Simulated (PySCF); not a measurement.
# Ionisation energy of Zn⁺ by level of theory

Zn⁺ [Ar] 3d10 4s1 (2S) → Zn²⁺ [Ar] 3d10 (1S), as a difference of total energies. Computed with PySCF 2.14 in x2c-SVPall (5s3p3d1f, 36 functions), with the spin-free X2C one-electron Hamiltonian (Gaussian nucleus). Correlated levels: valence: [Ar] frozen. The calculations carry no spin-orbit coupling.

| method | ionisation energy (eV) | error (eV) |
| --- | --- | --- |
| UHF | 16.838 | -1.126 |
| LDA | 18.881 | +0.917 |
| r2SCAN | 18.425 | +0.461 |
| MP2 (valence) | 17.287 | -0.677 |
| SCS-MP2 (valence) | 17.225 | -0.739 |
| CCSD (valence) | 17.235 | -0.729 |
| CCSD(T) (valence) | 17.272 | -0.692 |

Reference: 17.964 eV (measured; NIST Atomic Spectra Database, ionization energies).

Errors of the correlated levels include the incompleteness of this basis and the frozen core.
